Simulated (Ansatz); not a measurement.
Born–Oppenheimer molecular dynamics of CH₄ClFOSn (9 atoms, charge 0, multiplicity 1). It starts at the highest image of a converged band. Of that band: Beside the main top the profile has a ripple of under 15 meV (maxima at images 2, 6), which may be a very shallow well or noise. A structure lower than the first end lies on the path between it and the top, so the climb from that side starts below the end, which may itself be a saddle point or a shallow side well. Neighbouring images differ by up to 2.8 eV, so the band resolves the path poorly. A vibrational analysis at the climbing image gives one clearly imaginary mode, 865i cm⁻¹: a first-order saddle point.

Computed with RKS B3LYP/def2-SVP (Ansatz 0.2.0).

- ensemble: NVE (velocity Verlet)
- time step: 0.5 fs
- steps asked: 200
- starting velocities drawn for: 300 K
- seed: 9219

First frame:

```xyz
9
Properties=species:S:1:pos:R:3
O -0.427 1.173 1.325
C -0.493 -0.607 0.777
Sn 0.834 -0.441 -0.915
F 1.014 -2.234 -1.661
Cl -0.117 0.850 -2.675
H -1.355 1.424 1.465
H -0.263 0.311 1.915
H -1.534 -0.646 0.404
H 2.429 0.124 -0.652
```

(1) How far do the bonds stretch over the last three quarters of this one trajectory? (Pairs bonded in most of those frames.)

Results:

(1) 
```json
{"bond": "O1–C2", "mean (Å)": "1.723", "spread (Å)": "0.092", "shortest": "1.60", "longest": "1.86"}
{"bond": "O1–H6", "mean (Å)": "0.977", "spread (Å)": "0.009", "shortest": "0.96", "longest": "0.99"}
{"bond": "O1–H7", "mean (Å)": "0.970", "spread (Å)": "0.006", "shortest": "0.96", "longest": "0.99"}
{"bond": "C2–Sn3", "mean (Å)": "2.177", "spread (Å)": "0.039", "shortest": "2.12", "longest": "2.23"}
{"bond": "C2–H8", "mean (Å)": "1.111", "spread (Å)": "0.018", "shortest": "1.08", "longest": "1.14"}
{"bond": "Sn3–F4", "mean (Å)": "1.951", "spread (Å)": "0.026", "shortest": "1.92", "longest": "1.99"}
{"bond": "Sn3–Cl5", "mean (Å)": "2.412", "spread (Å)": "0.016", "shortest": "2.39", "longest": "2.43"}
{"bond": "Sn3–H9", "mean (Å)": "1.726", "spread (Å)": "0.032", "shortest": "1.67", "longest": "1.78"}
```

Mean temperature of the second half: 399 K. The conserved energy stayed within 0.042 meV per atom of its start (net change 0.03 meV per atom), so the integration is sound. The system heated up, since it started high on the potential surface and ran downhill. A run of 0.1 ps of so small a system gives no equilibrium averages. The orbitals stay closed-shell, which can raise the energy where a bond breaks towards radicals; this wasn't checked here.

Time of the run: 11 min on 2 threads of Arm Neoverse V1, on a shared host, peak memory 0.26 GiB.
